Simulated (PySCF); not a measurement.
Correlation energy of I⁴⁺ (iodine, charge +4)

Starting occupation: [Kr] 4d10 5s2 5p1, 5p3/2 with m_j = +3/2. All numbers are calculated (PySCF 2.14, X2C-1e with screened-nucleus spin-orbit coupling, Gaussian nucleus, in x2c-QZVPPall-2c). Frozen: [Ar] 3d10; 21 electrons correlated; the 30 highest virtual spinors left out.

MP2 pair energies summed by pair of shells (mhartree):

```json
{"pair": "4d3/2-4d5/2", "energy": "-165.75", "share (%)": "23.0"}
{"pair": "4d5/2-4d5/2", "energy": "-121.17", "share (%)": "16.8"}
{"pair": "4d5/2-5s1/2", "energy": "-56.14", "share (%)": "7.8"}
{"pair": "4d3/2-4d3/2", "energy": "-53.60", "share (%)": "7.4"}
{"pair": "4d5/2-4p3/2", "energy": "-42.46", "share (%)": "5.9"}
{"pair": "4d3/2-5s1/2", "energy": "-37.23", "share (%)": "5.2"}
{"pair": "4d3/2-4p3/2", "energy": "-29.58", "share (%)": "4.1"}
{"pair": "4d5/2-4p1/2", "energy": "-22.87", "share (%)": "3.2"}
{"pair": "5s1/2-5s1/2", "energy": "-21.79", "share (%)": "3.0"}
{"pair": "5p3/2-5s1/2", "energy": "-20.80", "share (%)": "2.9"}
{"pair": "4p3/2-4p3/2", "energy": "-18.50", "share (%)": "2.6"}
{"pair": "4p1/2-4p3/2", "energy": "-17.89", "share (%)": "2.5"}
{"pair": "4d5/2-4s1/2", "energy": "-17.61", "share (%)": "2.4"}
{"pair": "4d5/2-5p3/2", "energy": "-16.75", "share (%)": "2.3"}
{"pair": "4d3/2-4p1/2", "energy": "-14.54", "share (%)": "2.0"}
{"pair": "4d3/2-4s1/2", "energy": "-11.90", "share (%)": "1.6"}
{"pair": "4d3/2-5p3/2", "energy": "-10.84", "share (%)": "1.5"}
{"pair": "4p3/2-4s1/2", "energy": "-10.00", "share (%)": "1.4"}
{"pair": "4p3/2-5s1/2", "energy": "-8.42", "share (%)": "1.2"}
{"pair": "4p1/2-4s1/2", "energy": "-5.28", "share (%)": "0.7"}
{"pair": "4p1/2-4p1/2", "energy": "-5.12", "share (%)": "0.7"}
{"pair": "4p1/2-5s1/2", "energy": "-3.93", "share (%)": "0.5"}
{"pair": "4s1/2-4s1/2", "energy": "-3.45", "share (%)": "0.5"}
{"pair": "4p3/2-5p3/2", "energy": "-2.65", "share (%)": "0.4"}
{"pair": "4s1/2-5s1/2", "energy": "-1.61", "share (%)": "0.2"}
{"pair": "4p1/2-5p3/2", "energy": "-1.34", "share (%)": "0.2"}
{"pair": "4s1/2-5p3/2", "energy": "-0.53", "share (%)": "0.1"}
```

Total MP2 correlation energy: -721.75 mhartree.

This basis was not built for core-valence correlation, so the inner-shell part is incomplete.
